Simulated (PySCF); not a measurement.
SnBr3, SMILES [Br][Sn+]([Br])[Br], charge +1.

The structure is a stationary point at B3LYP-D3(BJ)/def2-SVP. The spin state was assumed, not searched. The isomer is the one that the SMILES or the coordinates give; other isomers of the formula were not compared. The def2 effective core potentials stand for the cores of Sn; spin–orbit coupling is left out.

These are B3LYP-D3(BJ)/def2-SVP in PySCF values and carry that method's errors.

Frequencies are harmonic and unscaled.

Modes within 1.5 cm⁻¹ of each other (mostly degenerate sets) share a row, with their intensities summed.

Computed vibrational spectrum:
| mode | ν (cm⁻¹) | IR (km/mol) | moving atoms (share of kinetic energy) |
|---|---|---|---|
| 1–2 | 68 | 4.7 | Br 84 %, Sn 16 % |
| 3 | 76 | 3.2 | Sn 67 %, Br 33 % |
| 4 | 221 | 0.0 | Br 100 % |
| 5–6 | 313 | 64.9 | Sn 51 %, Br 49 % |
